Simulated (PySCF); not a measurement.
# AlBr and its ions

PBE; PySCF, no relativity, basis sets Al def2-TZVPPD, Br def2-TZVPPD. Neutral (UKS): singlet (closed shell), Re = 2.337 Å, ωe = 358 cm⁻¹, De = 4.69 eV, HOMO -6.05 eV, LUMO -2.52 eV.

AlBr⁺ (UKS): doublet (σ ↑), Re = 2.202 Å, ωe = 442 cm⁻¹, De = 1.82 eV to Al⁺ + Br. The energies at the minima are -2816.12121 hartree for AlBr and -2815.79310 for AlBr⁺.

Task: Work out the adiabatic ionisation energy, without and with harmonic zero-point energies (1 hartree = 27.2114 eV, 1 eV = 8065.5 cm⁻¹), and the change of the bond length.

Result: At PBE: 0.32811 hartree = 8.928 eV between the minima; the zero-point term (442.0 − 358.0)/2 cm⁻¹ = +0.005 eV makes it 8.934 eV. Re changes by -13.5 pm against the neutral. Minus the HOMO energy is 6.05 eV, -2.88 eV from the value between the minima; self-interaction puts the Kohn–Sham level too high, less so with exact exchange. The electron leaves a σ orbital, and the shorter bond of the ion fits an antibonding orbital, or a change in how ionic the bond is.

AlBr⁻ (UKS): doublet (π ↑), Re = 2.529 Å, ωe = 242 cm⁻¹, De = 1.46 eV to Al + Br⁻. The energies at the minima are -2816.12121 hartree for AlBr and -2816.13141 for AlBr⁻.

Task: Work out the adiabatic electron affinity, without and with harmonic zero-point energies (1 hartree = 27.2114 eV, 1 eV = 8065.5 cm⁻¹), and the change of the bond length.

Result: At PBE: 0.01020 hartree = 0.278 eV between the minima; the zero-point term (358.0 − 242.0)/2 cm⁻¹ = +0.007 eV makes it 0.285 eV. Re changes by +19.2 pm against the neutral. The electron enters a π orbital, and the longer bond of the ion fits an antibonding orbital, or a change in how ionic the bond is.

Spin–orbit coupling is left out. For an ion De counts to the pair picked by the measured ionisation energies or electron affinities, which need not be the lowest pair at this level. The highest Kohn–Sham level is positive in this anion. Much of that is self-interaction error, but it also means that the finite basis helps to hold the extra electron. States were picked by a PBE0 search and need not be the measured ground states.
